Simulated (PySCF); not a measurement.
# Ca¹⁵⁺: ionisation energy

Ca¹⁵⁺ [He] 2s2 2p1 (2P) → Ca¹⁶⁺ [He] 2s2 (1S), as a difference of total energies. Computed with PySCF 2.14 in an uncontracted even-tempered set (18 s from 2.1 bohr⁻², ratio 2.2; 11 p from 2.7 bohr⁻², ratio 2.2; 6 d from 13 bohr⁻², ratio 2.4; 5 f from 19 bohr⁻², ratio 2.4; 5 g from 29 bohr⁻², ratio 2.4), with the non-relativistic Hamiltonian (point nucleus). Correlated levels: nothing frozen; virtual orbitals above 40 to 60 times the deepest correlated orbital energy dropped. The calculations carry no spin-orbit coupling.

```tsv
method	ionisation energy (eV)
UHF	970.16
LDA	969.19
PBE	971.07
PBE0	971.04
r2SCAN	971.82
B3LYP	971.80
BP86	971.32
MP2 (all electrons)	969.92
SCS-MP2 (all electrons)	969.68
```

**Question.** How much does correlation contribute at MP2 (all electrons)?

**Answer.** 969.92 − (970.16) = -0.24 eV, measured against UHF.

A first-order spin-orbit estimate (lowest level to lowest level, LS coupling) adds 2.993 eV.

These non-relativistic numbers lack the scalar-relativistic shift.

For comparison: 973.7 ± 0.3 eV (semi-empirical (NIST evaluation); NIST Atomic Spectra Database, ionization energies).
